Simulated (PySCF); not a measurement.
# Partial charges of `C/N=C/C1C[SiH2]C1`

Compound: C5H11NSi.
Z-matrix (Å and degrees, GFN2-xTB geometry), rows numbered from 1:
```
C 
N   1  1.4275
C   2  1.2542  1  120.72
C   3  1.4863  2  122.66  1  -177.96
C   4  1.5532  3  111.23  2   109.82
Si  5  1.9122  4   90.83  3  -129.65
C   4  1.5423  3  115.21  2    -3.19
H   1  1.1002  2  113.63  3     0.35
H   1  1.0913  2  108.25  3   122.10
H   1  1.0908  2  108.32  3  -121.34
H   3  1.1048  2  122.41  1    -0.39
H   4  1.0934  3  108.43  2  -129.02
H   5  1.0887  4  111.56  3   -12.99
H   5  1.0876  4  113.57  3   108.51
H   6  1.4616  5  116.80  4   121.21
H   6  1.4645  5  114.17  4  -106.91
H   7  1.0871  4  110.13  3     9.59
H   7  1.0872  4  113.42  3  -111.17
```

Density: PBE0/pcSseg-1 (PySCF); schemes: Mulliken, IAO, Hirshfeld and ESP-fitted. Isolated species at its GFN2-xTB geometry (one conformer only).

Which atoms carry the lowest charge in the Mulliken, IAO, Hirshfeld and ESP-fitted schemes?

All schemes pick atoms of one kind: Mulliken C5 (-0.460); IAO C7 (-0.549); Hirshfeld C7 (-0.171); ESP-fitted C5 (-0.354).

At which atom do the 4 schemes differ most?

At Si6: from +0.350 (Hirshfeld) to +0.742 e (IAO), 0.392 e apart.

Tabulate the Mulliken, IAO, Hirshfeld and ESP-fitted charges.

In e:

```tsv
atom	environment	Mulliken	IAO	Hirshfeld	ESP-fitted
C1	N-methyl carbon	-0.095	-0.302	-0.073	-0.234
N2	imine nitrogen	-0.431	-0.275	-0.135	-0.291
C3	imine carbon	+0.145	+0.033	+0.048	+0.194
C4	four-membered-ring carbon	-0.299	-0.116	-0.028	+0.005
C5	sp3 carbon bound to silicon	-0.460	-0.545	-0.164	-0.354
Si6	SiH2 silicon	+0.641	+0.742	+0.350	+0.462
C7	sp3 carbon bound to silicon	-0.424	-0.549	-0.171	-0.173
H8	methyl hydrogen	+0.078	+0.108	+0.031	+0.082
H9	methyl hydrogen	+0.120	+0.156	+0.048	+0.128
H10	methyl hydrogen	+0.121	+0.157	+0.049	+0.113
H11	hydrogen on a C=N carbon	+0.074	+0.093	+0.035	+0.025
H12	methine hydrogen	+0.135	+0.143	+0.044	+0.063
H13	methylene hydrogen	+0.139	+0.145	+0.032	+0.102
H14	methylene hydrogen	+0.139	+0.145	+0.033	+0.080
H15	Si–H hydrogen	-0.089	-0.121	-0.077	-0.113
H16	Si–H hydrogen	-0.090	-0.124	-0.080	-0.127
H17	methylene hydrogen	+0.159	+0.167	+0.025	-0.004
H18	methylene hydrogen	+0.136	+0.145	+0.034	+0.041
```

Mean size of the charges over all atoms: IAO 0.226 e, Mulliken 0.210 e, ESP-fitted 0.144 e, Hirshfeld 0.081 e. Each set sums to the total charge, 0, to within 0.001 e. The ESP scheme fits charges at the nuclei, held to the total charge, to the electrostatic potential on points at 1.4 to 2.0 times the van der Waals radii.

How many electrons does the Hirshfeld scheme count on C3?

Z − q = 6 − (+0.048) = 5.952.

How closely do the schemes follow one another over all atoms?

Correlation coefficient and root-mean-square difference: IAO with Hirshfeld 0.96, 0.187 e; Mulliken with IAO 0.95, 0.092 e; Mulliken with Hirshfeld 0.94, 0.163 e; Hirshfeld with ESP-fitted 0.94, 0.090 e; IAO with ESP-fitted 0.92, 0.142 e; Mulliken with ESP-fitted 0.90, 0.127 e.

The run behind these numbers computed NMR shieldings as well. Time: 72 s; peak memory 0.82 GiB. Hardware: one thread of an Intel Xeon at 2.50 GHz (shared host).
